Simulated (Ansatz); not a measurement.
BeCl2. Total charge 0; singlet. Geometry r2SCAN-D4/def2-TZVP, basis def2-TZVP, Ansatz.

```json
{"run": "A", "HOMO (eV)": "-8.28", "LUMO (eV)": "-1.29"}
{"run": "B", "HOMO (eV)": "-8.50", "LUMO (eV)": "-0.54"}
{"run": "C", "HOMO (eV)": "-12.83", "LUMO (eV)": "1.25"}
{"run": "D", "HOMO (eV)": "-8.13", "LUMO (eV)": "-1.14"}
{"run": "E", "HOMO (eV)": "-12.38", "LUMO (eV)": "1.05"}
{"run": "F", "HOMO (eV)": "-7.94", "LUMO (eV)": "-1.12"}
```

LC-ωPBE has ω = 0.4 bohr⁻¹.

Task: The runs used BLYP, HF, LC-ωPBE, LDA (SPW92), PBE, r2SCAN. Estimate which is which.

Result: A LDA (SPW92) (0 % exact exchange); B r2SCAN (0 % exact exchange); C HF (100 % exact exchange); D PBE (0 % exact exchange); E LC-ωPBE (range-separated); F BLYP (0 % exact exchange). Exact exchange lowers occupied and raises empty levels; among semilocal functionals meta-GGAs tend to open the gap a little, and such runs are hard to tell apart. The gap grows from 6.82 eV (BLYP) to 14.08 eV (HF).
